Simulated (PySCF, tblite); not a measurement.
A set of runs on `C=C=CCC(=O)[N]C` [radical]; the geometry of each is named by its level. Settings lines and outputs come from a driver script.

C₆H₈NO (doublet state).
SMILES with atom numbers: `[CH2:1]=[C:2]=[CH:3][CH2:4][C:5](=[O:6])[N:7][CH3:8]` (hydrogens: H9, H10 on C1; H11 on C3; H12, H13 on C4; H14, H15, H16 on C8)

Step 1: GFN2-xTB geometry optimisation, gas phase (tblite 0.8.0) (from a force-field or distance-geometry start)
```json
{"job": {"kind": "relax", "xc": "GFN2-xTB", "basis": "xTB"}, "charge": 0, "multiplicity": 2}
```
```
step      E/eV     max force
  0    -645.88036    4.578
  1    -646.27947    3.660
  2    -646.46251    2.768
...
130    -647.07842    0.017
131    -647.07849    0.019
132    -647.07854    0.020
133    -647.07856    0.017
134    -647.07858    0.009
```

Energy lowered by 27.6 kcal/mol over 134 steps; largest atomic force 0.009 eV/Å at the end. «max force» is the largest atomic force in eV/Å.

Step 2: GFN2-xTB harmonic vibrations, gas phase (tblite 0.8.0) (on the GFN2-xTB geometry)
```json
{"job": {"kind": "ir", "xc": "GFN2-xTB", "basis": "xTB"}, "charge": 0, "multiplicity": 2}
```
```
(table of modes left out)
```

42 modes from 7 to 3074 cm⁻¹ (unscaled, harmonic); zero-point energy 76.2 kcal/mol; all wavenumbers are real at this level.

Step 3: UKS B3LYP, pcH-1 on C H N O, non-relativistic, mean-field spin-orbit, GIAO (PySCF 2.14.0) (on the GFN2-xTB geometry)
```json
{"job": {"kind": "epr", "basis": "pcH-1"}, "charge": 0, "multiplicity": 2}
```
```
...
E = -363.31395383 Eh   <S^2> = 0.7578 (exact 0.7500)
g shifts (ppm)      1          2          3
  rmc          -216       -216       -216
  gc             25         16         -6
  oz_so        -539        208       2748
  total        -730          8       2526
hyperfine (MHz)  atom isotope    a_iso     a_fc   dipolar eigenvalues
    0   13C      -8.08      -8.08     -1.82      0.78      1.04
    1   13C       9.50       9.50    -11.28     -9.43     20.71
    2   13C     -10.07     -10.07     -7.21      0.84      6.37
    3   13C      83.79      83.79    -22.85    -22.63     45.48
    4   13C     -63.70     -63.70    -12.36     -4.51     16.87
    5   17O      -2.76      -2.76    -38.89     17.19     21.71
    6   14N      40.77      40.77    -28.17    -25.06     53.23
    7   13C      -3.07      -3.07     -5.10     -2.59      7.68
    8    1H      24.69      24.69     -1.27     -0.55      1.83
    9    1H      26.22      26.22     -1.39     -0.53      1.92
   10    1H       2.91       2.91     -2.43     -0.10      2.54
   11    1H     -13.55     -13.55     -9.63     -1.18     10.80
   12    1H      -7.15      -7.15    -10.27     -0.78     11.05
   13    1H      43.10      43.10     -3.79     -2.25      6.04
   14    1H      23.05      23.05     -3.71     -2.57      6.28
...
```

⟨S²⟩ 0.758; g_iso 2.0029. rmc, gc and oz_so are the mass-correction, gauge-correction and orbital-Zeeman/spin–orbit parts of the g shift along its three principal axes; a_iso is the isotropic hyperfine coupling and a_fc its Fermi-contact part. The log counts atoms from 0, this text from 1.

Which step took the most CPU time, and about what did each take on one thread of an Arm Neoverse V1, no GPU, shared host?

Step 3, about 98 % of the total. CPU time by step: 1: 0.83 s, 2: 0.47 s, 3: 81 s.

Geometry of the electronic-property runs (GFN2-xTB):
```
atom  x, y, z in Å
C1     3.118    0.475   -1.253
C2     2.285    0.009   -0.386
C3     1.445   -0.436    0.514
C4     0.047   -0.009    0.593
C5    -0.946   -1.099   -0.181
O6    -0.417   -2.098   -0.602
N7    -2.144   -0.682   -0.198
C8    -2.766    0.470    0.324
H9     3.732    1.341   -1.059
H10    3.243    0.007   -2.217
H11    1.759   -1.222    1.190
H12   -0.132    0.939    0.089
H13   -0.337   -0.004    1.611
H14   -2.405    1.394   -0.144
H15   -2.661    0.551    1.413
H16   -3.829    0.373    0.096
```

 (This holds for the electronic-property runs.)

One conformer stands for the species.
